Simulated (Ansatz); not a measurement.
The B1–H2 bond of CH6BN (SMILES BNC) is stretched (multiplicity 1, the rest rigid).
Geometry at rest (charge 0, multiplicity 1):
```xyz
9

B     -0.17378     0.16936     1.35985
H     -1.04663     0.51555     2.09588
H      0.90497    -0.15003     1.76047
N     -0.42136     0.13750    -0.00246
C      0.50466    -0.25211    -1.05319
H     -1.33201     0.40682    -0.34423
H      0.67789     0.56737    -1.75578
H      0.12956    -1.11044    -1.61689
H      1.45669    -0.52593    -0.60231
```

Correlated levels freeze the cores.

Codes used: Ansatz (a program for electronic structure). 

FIC-MRCISD+Q on CASSCF(2,2)/cc-pVDZ, total energies (hartree):

```tsv
R (Å)	CASSCF	MRCISD	weight c² of the reference
1.193	-120.540087	-120.928161	0.88555
2.088	-120.451096	-120.830345	0.88650
3.818	-120.386213	-120.761017	0.88726
```

Task: Add the Davidson correction (E_MRCISD − E_CASSCF)(1 − c²)/c² and give the energies above the first point at the three levels.

Result: 
Corrections (hartree): -0.050155, -0.048557, -0.047623. Above the first point (kcal/mol):
- R = 2.088 Å: CASSCF 55.8, MRCISD 61.4, with the correction 62.4
- R = 3.818 Å: CASSCF 96.6, MRCISD 104.9, with the correction 106.5
